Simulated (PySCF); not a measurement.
## Two-component Hartree-Fock for Br⁴⁺ (bromine, charge +4)

Start: [Ar] 3d10 4s2 4p1; 4p1/2 filled at m_j = +1/2. Calculated with PySCF 2.14 in x2c-TZVPall-2c (6s7p4d1f, 54 functions): generalised Hartree-Fock with the X2C-1e Hamiltonian and a Gaussian nucleus; one run each with spin-orbit coupling (SO) switched off, then screened by Boettger's factors.

```json
{"spinor shell": "1s1/2", "electrons": "2", "ε, spin-free (eV)": "-13613.0", "ε, screened SO (eV)": "-13612.5", "weight of nominal j (screened SO)": "1.000", "rms radius, screened SO (bohr)": "0.0492"}
{"spinor shell": "2s1/2", "electrons": "2", "ε, spin-free (eV)": "-1880.5", "ε, screened SO (eV)": "-1880.3", "weight of nominal j (screened SO)": "1.000", "rms radius, screened SO (bohr)": "0.205"}
{"spinor shell": "2p1/2", "electrons": "2", "ε, spin-free (eV)": "-1659.8", "ε, screened SO (eV)": "-1692.4", "weight of nominal j (screened SO)": "1.000", "rms radius, screened SO (bohr)": "0.180"}
{"spinor shell": "2p3/2", "electrons": "4", "ε, spin-free (eV)": "-1659.8", "ε, screened SO (eV)": "-1644.0", "weight of nominal j (screened SO)": "1.000", "rms radius, screened SO (bohr)": "0.184"}
{"spinor shell": "3s1/2", "electrons": "2", "ε, spin-free (eV)": "-331.32", "ε, screened SO (eV)": "-331.19", "weight of nominal j (screened SO)": "1.000", "rms radius, screened SO (bohr)": "0.587"}
{"spinor shell": "3p1/2", "electrons": "2", "ε, spin-free (eV)": "-258.98", "ε, screened SO (eV)": "-264.07", "weight of nominal j (screened SO)": "1.000", "rms radius, screened SO (bohr)": "0.599"}
{"spinor shell": "3p3/2", "electrons": "4", "ε, spin-free (eV)": "-258.98", "ε, screened SO (eV)": "-256.37", "weight of nominal j (screened SO)": "1.000", "rms radius, screened SO (bohr)": "0.610"}
{"spinor shell": "3d3/2", "electrons": "4", "ε, spin-free (eV)": "-139.58", "ε, screened SO (eV)": "-140.22", "weight of nominal j (screened SO)": "0.999", "rms radius, screened SO (bohr)": "0.643"}
{"spinor shell": "4s1/2", "electrons": "2", "ε, spin-free (eV)": "-72.471", "ε, screened SO (eV)": "-72.410", "weight of nominal j (screened SO)": "0.998", "rms radius, screened SO (bohr)": "1.63"}
{"spinor shell": "4p1/2", "electrons": "1", "ε, spin-free (eV)": "-58.876", "ε, screened SO (eV)": "-59.372", "weight of nominal j (screened SO)": "0.992", "rms radius, screened SO (bohr)": "1.80"}
```

(1) Where does 3d5/2 lie, and what is the 3d spin-orbit splitting (screened SO)?

```json
{"quantity": "E (hartree)", "spin-free": "-2600.23478", "screened SO": "-2600.39157"}
{"quantity": "M_J", "spin-free": "1/2", "screened SO": "1/2"}
{"quantity": "⟨J²⟩", "spin-free": "1.056", "screened SO": "0.784"}
{"quantity": "⟨L²⟩", "spin-free": "2.028", "screened SO": "2.028"}
{"quantity": "⟨S²⟩", "spin-free": "0.759", "screened SO": "0.761"}
```

Each row is a mean over spinors that exchange with the open shell spreads, by up to 1.061 eV (3p1/2).

Without spin-orbit coupling the j labels of p, d and f shells carry no meaning; the spin-free column gives the mean over the occupied spinors of each nl shell, and its ⟨J²⟩ belongs to a mixture of degenerate components.

## Answers

(1) At -138.96 eV, 1.252 eV above 3d3/2.
